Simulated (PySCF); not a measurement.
## Choosing a basis for TDDFT

tert-butyl acetate, C6H12O2.
SMILES: `CC(OC(C)(C)C)=O`

TDDFT with PBE0 (PySCF), vertical singlets, core orbitals frozen in the response, spherical d and f functions. One conformer (not necessarily the lowest) at the PBE0-D3(BJ)/def2-SVP geometry, without solvent, vibrations or thermal averaging.

```
      basis  functions  diffuse  S1 (eV)  S2 (eV)  S3 (eV)  S4 (eV)  S5 (eV)  LUMO (eV)  α (au)
     6-31G*        136       no     5.81     8.05     8.33     9.01     9.16       0.79    68.5
    6-31+G*        168      yes     5.81     7.03     7.59     7.84     7.85       0.34    76.7
   def2-SVP        172       no     5.80     8.02     8.29     8.29     8.89       0.59    70.4
aug-cc-pVDZ        292      yes     5.77     6.64     7.15     7.37     7.46      -0.13    82.7
```

Problem. Compare the sets with the largest diffuse one.

Solution. States are compared by their number. Against the largest diffuse basis here (aug-cc-pVDZ, itself not a converged limit), sets without diffuse functions differ by up to 0.04 eV in S1 and 1.70 eV in S5; the smaller diffuse sets differ by up to 0.04 and 0.39 eV. State by state, the largest deviation of a set without diffuse functions is S1 0.04, S2 1.41, S3 1.18, S4 1.64, S5 1.70 eV. The same number needn't mean the same state in each row. Against aug-cc-pVDZ the polarisability deviates by -17% in 6-31G*, -7% in 6-31+G*, -15% in def2-SVP. A single + in a Pople set puts diffuse functions on heavy atoms only.
